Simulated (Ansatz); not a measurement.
C₂H₃BF₂O (`O=CC(F)BF`): the same geometry under several functionals.

```yaml
crystal:
  periodic: [false, false, false]
  atoms:
    - {symbol: O, position_ang: [1.559137, 0.682903, 1.223517]}
    - {symbol: C, position_ang: [1.185903, -0.225949, 0.542443]}
    - {symbol: C, position_ang: [0.134506, -0.097946, -0.539641]}
    - {symbol: F, position_ang: [0.051614, -1.296381, -1.226235]}
    - {symbol: B, position_ang: [-1.279273, 0.334251, 0.027366]}
    - {symbol: F, position_ang: [-1.389050, 1.511041, 0.597597]}
    - {symbol: H, position_ang: [1.577759, -1.260141, 0.646524]}
    - {symbol: H, position_ang: [0.485620, 0.680768, -1.232812]}
    - {symbol: H, position_ang: [-2.237817, -0.374846, -0.055759]}
basis:
  gaussian: {orbitals: def2-TZVPP}
hamiltonian: {xc: {name: B2PLYP}}
```

```sh
$ ansatz run in.yaml --threads 4 --pin off --events-out ev --progress --plain --max-ram 10444MiB
```

It prints (some lines left out):

```
Functional definition: B2PLYP
1441 factors; integrals over basis functions are off by at most 8.3e-4 eV
mean field evaluation 1: about -10264.3388 eV, gradient 4.7e1 eV
mean field evaluation 2: about -10264.4798 eV, gradient 4.7e1 eV
mean field evaluation 4: about -10268.0422 eV, gradient 8.2e0 eV
mean field evaluation 8: about -10268.1827 eV, gradient 7.5e-1 eV
mean field evaluation 16: about -10268.1839 eV, gradient 3.3e-4 eV
mean field -10268.18392684 eV, -377.3487992862 hartree, gradient 7.9e-6 eV, S^2 0.000000; 0 other end points of the search recorded, 0 dependent functions left out
6 core orbitals not correlated: weight in the atoms' cores, before any rotation towards them, 1.000 or more for the frozen orbitals, at most 0.000 for the correlated occupied ones
reference -10268.18408286 eV, -377.3488050199 hartree; 17, 17 occupied and 205, 205 virtual orbitals, 1441 factors
second order -37.05560599 eV of doubles, -0.00000000 eV of singles
Total energy: -10278.18909648 eV, -377.7164824887 hartree
```

Hardware: 4 threads of an Arm Neoverse V1 on a shared host. Wall time 4.3 s, peak host memory 0.57 GiB.

Changing it to `hamiltonian: {xc: pbe0, dispersion: d4}` (abridged; 2.2 s):

```
Functional definition: PBE0
mean field evaluation 16: about -10273.9297 eV, gradient 3.2e-5 eV
mean field -10273.92973796 eV, -377.5599539503 hartree, gradient 3.2e-5 eV, S^2 0.000000
Total energy: -10274.05765349 eV, -377.5646547592 hartree
```

With the line `hamiltonian: {xc: {name: wB97X-V}}` (abridged; 6.5 s):

```
Functional definition: wB97X-V
mean field evaluation 16: about -10281.5685 eV, gradient 2.3e-4 eV
mean field -10281.56847059 eV, -377.8406721967 hartree, gradient 3.9e-5 eV, S^2 0.000000
Total energy: -10281.56846873 eV, -377.8406721283 hartree
```
